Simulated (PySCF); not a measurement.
4-vinylphenylboronic acid (SMILES C=Cc1ccc(B(O)O)cc1)

Molfile (atoms numbered from 1):
```
C8H9BO2
     RDKit          3D

 20 20  0  0  0  0  0  0  0  0999 V2000
   -3.9393   -0.2939    0.4525 C   0  0  0  0  0  0  0  0  0  0  0  0
   -2.9780    0.1152   -0.3846 C   0  0  0  0  0  0  0  0  0  0  0  0
   -1.5266    0.0278   -0.1855 C   0  0  0  0  0  0  0  0  0  0  0  0
   -0.6716    0.4968   -1.1950 C   0  0  0  0  0  0  0  0  0  0  0  0
    0.7102    0.4337   -1.0523 C   0  0  0  0  0  0  0  0  0  0  0  0
    1.2941   -0.0994    0.1049 C   0  0  0  0  0  0  0  0  0  0  0  0
    2.8468   -0.1702    0.2668 B   0  0  0  0  0  0  0  0  0  0  0  0
    3.6225    0.2955   -0.7567 O   0  0  0  0  0  0  0  0  0  0  0  0
    3.3482   -0.6945    1.4243 O   0  0  0  0  0  0  0  0  0  0  0  0
    0.4363   -0.5674    1.1146 C   0  0  0  0  0  0  0  0  0  0  0  0
   -0.9431   -0.5069    0.9760 C   0  0  0  0  0  0  0  0  0  0  0  0
   -3.7191   -0.7587    1.4172 H   0  0  0  0  0  0  0  0  0  0  0  0
   -4.9939   -0.1749    0.1944 H   0  0  0  0  0  0  0  0  0  0  0  0
   -3.2809    0.5698   -1.3348 H   0  0  0  0  0  0  0  0  0  0  0  0
   -1.1075    0.9171   -2.1058 H   0  0  0  0  0  0  0  0  0  0  0  0
    1.3565    0.8047   -1.8517 H   0  0  0  0  0  0  0  0  0  0  0  0
    4.5714    0.2367   -0.6175 H   0  0  0  0  0  0  0  0  0  0  0  0
    4.3066   -0.7235    1.4857 H   0  0  0  0  0  0  0  0  0  0  0  0
    0.8706   -0.9868    2.0257 H   0  0  0  0  0  0  0  0  0  0  0  0
   -1.5801   -0.8794    1.7814 H   0  0  0  0  0  0  0  0  0  0  0  0
  1  2  2  0
  2  3  1  0
  3  4  1  0
  4  5  2  0
  5  6  1  0
  6  7  1  0
  7  8  1  0
  7  9  1  0
  6 10  2  0
 10 11  1  0
 11  3  2  0
  1 12  1  0
  1 13  1  0
  2 14  1  0
  4 15  1  0
  5 16  1  0
  8 17  1  0
  9 18  1  0
 10 19  1  0
 11 20  1  0
M  END
```

Method: quadratic response CAM-B3LYP/def2-SVPD first hyperpolarisability, Taylor convention, gas phase in PySCF 2.14.0. Geometry: PBE0-D3(BJ)/def2-SVP.

Give the tensor of the second harmonic β(−2ω;ω,ω) at 1064 nm in the axes of these coordinates.

In au, Taylor convention; rows are the first index (the induced dipole):
|  | xx | yy | zz | xy | xz | yz |
| --- | --- | --- | --- | --- | --- | --- |
| x | -528.0 | +24.7 | +56.0 | +32.0 | -72.9 | -18.0 |
| y | +25.5 | +0.2 | -8.9 | +22.2 | -16.5 | +3.3 |
| z | -59.4 | +2.9 | +17.0 | -16.4 | +50.8 | -9.1 |

Norm of βᵢ = ⅓ Σⱼ (βᵢⱼⱼ + βⱼᵢⱼ + βⱼⱼᵢ): 455.5 au, hyper-Rayleigh value 212.0 au.
